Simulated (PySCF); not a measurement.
**TlO: from constants to spectrum**

UHF-CCSD(T) constants of TlO, ²Π (doublet), unpaired electrons π ↑ (PySCF, scalar-relativistic core potentials, basis sets Tl def2-SVPD with ECP60, O def2-SVPD; masses 204.9744 and 15.9949 u):

| Quantity | Value |
| --- | --- |
| ωe | 440.3 cm⁻¹ |
| ωexe | 2.1 cm⁻¹ |
| Be | 0.22813 cm⁻¹ |
| αe | 0.00155 cm⁻¹ |
| De to Tl + O | 3.02 eV |

Q: What force constant and bond length do these constants imply?

A: Reduced mass μred = 14.837 u; k = 5.8918×10⁻⁷·μred·ωe² (u, cm⁻¹, mdyn/Å) = 1.69 mdyn/Å; Re = √(16.8576/(μred·Be)) (u, cm⁻¹, Å) = 2.232 Å.

Q: Estimate the centrifugal constant D from the Kratzer relation and find the Dunham coefficient a1.

A: D = 4Be³/ωe² = 2.45e-07 cm⁻¹; a1 = −1 − αeωe/(6Be²) = -3.19.

Correlated steps freeze 5 core orbitals. Correlated levels converge slowly with the basis: in double zeta they bind strong bonds too weakly, by up to about 1 eV, and carry superposition errors of some tenths. These are scalar-relativistic numbers at best; spin–orbit coupling would shift them, the dissociation energy most. The state is the lowest determinant that a PBE0 search found; another state may lie lower at other levels.
